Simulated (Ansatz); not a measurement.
InSn₂₀H₃₀, a doped nanocrystal cut from the lattice of tin (In on a surface site), relaxed as a doublet with UKS PBE-D4/def2-SVP in Ansatz, starting from the force-field or lattice model geometry. Force threshold 0.03 eV/Å.

In the def2 sets In, Sn take a core potential; there is no spin–orbit coupling. Single mean-field runs in def2-SVP are fitted with def2-universal-jkfit. Another isomer (doublet) lies 0.11 eV lower at PBE0-D4/def2-SVP; other spin states weren't run for this one.

Start:

Cartesian coordinates in Å:
```
In -2.678 -1.038 0.078
Sn 1.750 0.341 4.594
Sn -4.527 3.134 0.577
Sn -2.783 0.920 4.213
Sn 0.017 2.548 0.973
Sn 0.111 0.604 -3.168
Sn 1.851 -1.621 0.464
Sn 4.649 0.018 -2.816
Sn 1.979 -3.537 -3.684
Sn -2.017 4.295 0.098
Sn 2.622 1.737 -3.635
Sn -0.279 2.052 3.732
Sn 4.383 -0.434 -0.023
Sn 1.573 -2.078 3.233
Sn -4.805 2.656 3.364
Sn -4.720 0.688 -0.787
Sn -2.978 -1.531 2.827
Sn -0.186 0.132 -0.422
Sn -0.057 -1.859 -4.551
Sn 1.677 -4.044 -0.917
Sn 4.450 -2.407 -4.176
H 1.575 0.080 6.285
H 3.264 1.070 4.309
H -5.785 4.178 0.056
H -2.962 0.636 5.897
H 1.533 3.269 0.696
H -1.117 1.651 -3.706
H -2.796 -2.547 -0.752
H 6.170 0.730 -3.090
H 1.841 -5.075 -4.547
H -1.909 5.769 0.959
H -1.877 4.592 -1.575
H 2.720 3.260 -2.801
H 2.811 2.040 -5.349
H -0.154 3.569 4.564
H 4.470 1.051 0.840
H 5.596 -1.527 0.516
H 2.822 -3.153 3.743
H 0.025 -2.797 3.522
H -4.682 4.135 4.213
H -6.362 1.935 3.703
H -6.287 -0.040 -0.503
H -4.550 0.994 -2.485
H -4.495 -2.230 3.134
H -1.731 -2.575 3.365
H -1.615 -2.543 -4.251
H 0.101 -1.547 -6.225
H 0.130 -4.785 -0.620
H 2.912 -5.117 -0.389
H 4.623 -2.123 -5.859
H 5.699 -3.476 -3.628
```

Task: Estimate the energy that the relaxation releases and the steps that it takes.

Result: 65.8 kJ/mol, in 21 steps; 3.5 min on 4 threads of AMD EPYC 7R13 on a shared host and a share (37 GiB) of an NVIDIA H100 80GB HBM3. The force fell under the threshold at step 17, but the optimiser went on and released 0.003 eV more. No frequencies were taken in this run, so the end may be a saddle point.

Task: Does the start keep its bonding and symmetry?

Result: By distances, no bond broke or formed. The bond that changes most is In1–Sn18, from 2.80 to 2.96 Å (atoms count from 1).

Task: Predict the relaxed structure.

Result: 
```xyz
51

In   -2.386   -1.678    0.395
Sn    1.852    0.322    4.611
Sn   -4.198    2.842    0.208
Sn   -2.818    0.942    4.217
Sn    0.127    2.659    1.171
Sn   -0.040    0.811   -3.025
Sn    1.678   -1.722    0.507
Sn    4.470    0.091   -2.751
Sn    1.584   -3.403   -3.771
Sn   -1.809    4.317   -0.027
Sn    2.496    1.946   -3.511
Sn   -0.250    2.064    3.899
Sn    4.128   -0.370    0.008
Sn    1.607   -2.155    3.300
Sn   -4.714    2.621    2.972
Sn   -3.968    0.300   -1.003
Sn   -3.081   -1.640    3.109
Sn   -0.241    0.245   -0.263
Sn   -0.471   -1.591   -4.424
Sn    1.532   -4.082   -1.037
Sn    4.131   -2.284   -4.228
H     1.934    0.096    6.332
H     3.361    1.028    4.114
H    -5.501    3.710   -0.559
H    -3.151    0.936    5.930
H     1.758    3.180    0.833
H    -1.255    1.993   -3.430
H    -1.980   -3.114   -0.520
H     6.059    0.749   -3.036
H     1.427   -4.848   -4.734
H    -1.935    5.849    0.780
H    -1.361    4.621   -1.678
H     2.640    3.401   -2.574
H     2.662    2.382   -5.186
H    -0.107    3.532    4.831
H     4.061    1.147    0.855
H     5.450   -1.276    0.687
H     2.941   -3.195    3.702
H     0.153   -2.977    3.764
H    -4.682    4.214    3.669
H    -6.313    1.987    3.228
H    -5.585   -0.371   -1.081
H    -3.466    0.503   -2.659
H    -4.780   -1.990    3.291
H    -2.256   -2.772    4.137
H    -2.008   -2.253   -3.962
H    -0.504   -1.339   -6.143
H     0.144   -5.023   -0.597
H     2.943   -5.034   -0.667
H     4.364   -1.939   -5.915
H     5.352   -3.432   -3.769
```
Bond lengths (bridged metal pairs left out): 24 × Sn–Sn 2.81 to 2.85 Å; 3 × In–Sn 2.80 to 2.96 Å; 29 × H–Sn 1.73 to 1.75 Å; 1 × H–In 1.75 Å.
